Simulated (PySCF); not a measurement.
dibromo(dichloro)methane (CBr2Cl2), SMILES BrC(Br)(Cl)Cl. Atoms are numbered in the order given.

```xyz
5

Cl     0.0000     1.4411    -1.4102
C      0.0000     0.0000    -0.3983
Cl     0.0000    -1.4411    -1.4102
Br    -1.5721     0.0000     0.7191
Br     1.5721     0.0000     0.7191
```
Charge 0, spin multiplicity 1.

Geometry: ωB97X-D3(BJ)/def2-SVP.

These are PySCF with PBE/pcSseg-1 values and carry that method's errors.

GIAO shieldings, no solvent; atoms alike by connectivity are averaged. δ = σ(ref) − σ: ³⁵Cl against HCl (σ = 936.5 ppm); ¹³C against TMS (σ = 182.0 ppm), references at their B3LYP-D3(BJ)/def2-TZVP geometries, non-relativistic (without spin–orbit terms, shifts of atoms bonded to Cl or Br come out too high).

**Question.** Estimate the chemical shifts. (An estimate is asked for; the answer gives what the named calculation found.)

**Answer.** 
| nucleus | atoms | count | δ (ppm) |
|---|---|---|---|
| ³⁵Cl | Cl1, Cl3 | 2 | 712.3 |
| ¹³C | C2 | 1 | 142.9 |
